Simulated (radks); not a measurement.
Neutral holmium inside a hard spherical wall (all orbitals vanish at R), configuration held at [Xe] 4f11 6s2 and not refilled when levels cross. Method: scalar-relativistic Kohn-Sham, PBE, spin-unpolarised, spherical densities, finite nucleus; Fermi nuclear charge, rms radius 5.2022 fm; computed with a radial shooting solver on a logarithmic mesh with Libxc functionals. Eigenvalues in eV, with the zero of energy where the potential of the charges vanishes at infinity; a dash marks a level that is unbound or too diffuse for the functional's potential to be trusted. A positive occupied level is held by the wall or, in an anion where self-interaction has pushed it up, behind a barrier. The pressure on the wall is -dE/dV.

| R (bohr) | E (hartree) | kinetic (hartree) | e(5s) | e(5p) | e(6s) | e(4f) | e(6p, empty) | e(5d, empty) | pressure (GPa) |
|---|---|---|---|---|---|---|---|---|---|
| free | -12615.1613 | 13640.504 | -50.365 | -25.870 | -3.789 | -3.148 | -1.147 | -1.044 | 0 |
| 12 | -12615.1610 | 13640.508 | -50.333 | -25.838 | -3.764 | -3.116 | -1.041 | -1.003 | 0.00547 |
| 8 | -12615.1452 | 13640.612 | -49.716 | -25.229 | -3.214 | -2.511 | 0.104 | -0.380 | 0.551 |
| 7 | -12615.1204 | 13640.739 | -49.136 | -24.663 | -2.581 | -1.941 | 1.219 | 0.216 | 1.82 |
| 6 | -12615.0566 | 13641.017 | -48.132 | -23.693 | -1.228 | -0.939 | 3.452 | 1.314 | 6.47 |
| 4 | -12614.3317 | 13643.749 | -42.846 | -18.697 | 10.285 | 4.731 | 20.251 | 8.136 | 144 |
| 3.5 | -12613.6004 | 13646.507 | -39.432 | -15.359 | 20.020 | 8.701 | 33.161 | 13.028 | 401 |
| 3 | -12611.9454 | 13652.684 | -33.381 | -9.056 | 39.362 | 16.003 | 57.249 | 22.162 | 1300 |
| 2.5 | -12607.7043 | 13667.777 | -21.321 | 4.487 | 81.299 | 30.394 | 106.35 | 41.162 | 5080 |
| 1.5 | -12548.1327 | 13851.307 | 103.78 | 150.69 | 474.30 | 135.36 | 529.24 | 223.46 | 189000 |
